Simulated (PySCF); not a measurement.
**Spinor energies of Xe²³⁺ (xenon, charge +23)**

Start: [Ar] 3d10 4s2 4p1; 4p3/2 filled at m_j = +3/2. Calculated with PySCF 2.14 in an uncontracted even-tempered set (17 s from 1.7 bohr⁻², ratio 2.8; 13 p from 2.2 bohr⁻², ratio 2.8; 8 d from 3.8 bohr⁻², ratio 2.8; 4 f from 10 bohr⁻², ratio 3): generalised Hartree-Fock with the X2C-1e Hamiltonian and a Gaussian nucleus; one run each with spin-orbit coupling (SO) screened by Boettger's factors, then bare. This is a chosen level, not necessarily the ground level.

| spinor shell | electrons | ε, screened SO (eV) | ε, bare SO (eV) | weight of nominal j (bare SO) | rms radius, bare SO (bohr) |
| --- | --- | --- | --- | --- | --- |
| 1s1/2 | 2 | -35441.8 | -35441.5 | 1.000 | 0.0305 |
| 2s1/2 | 2 | -6207.6 | -6207.5 | 1.000 | 0.124 |
| 2p1/2 | 2 | -5864.5 | -5874.1 | 1.000 | 0.107 |
| 2p3/2 | 4 | -5536.4 | -5532.6 | 1.000 | 0.112 |
| 3s1/2 | 2 | -1832.8 | -1832.8 | 1.000 | 0.322 |
| 3p1/2 | 2 | -1687.9 | -1689.8 | 1.000 | 0.314 |
| 3p3/2 | 4 | -1622.4 | -1621.7 | 1.000 | 0.325 |
| 3d3/2 | 4 | -1376.1 | -1378.1 | 0.999 | 0.295 |
| 3d5/2 | 6 | -1362.4 | -1361.2 | 0.999 | 0.299 |
| 4s1/2 | 2 | -781.72 | -781.72 | 1.000 | 0.700 |
| 4p3/2 | 1 | -716.13 | -715.92 | 1.000 | 0.728 |

```
   quantity  screened SO      bare SO
E (hartree)  -7203.10529  -7203.30097
        M_J          3/2          3/2
       ⟨J²⟩        3.752        3.752
       ⟨L²⟩        2.016        2.018
       ⟨S²⟩        0.765        0.767
```

Each row is a mean over spinors that exchange with the open shell spreads, by up to 8.113 eV (4s1/2).

Breit and QED terms are absent; they matter most for the inner s and p1/2 levels.

Densities and radii are taken from the X2C orbitals without a picture-change correction, which distorts them close to the nucleus.
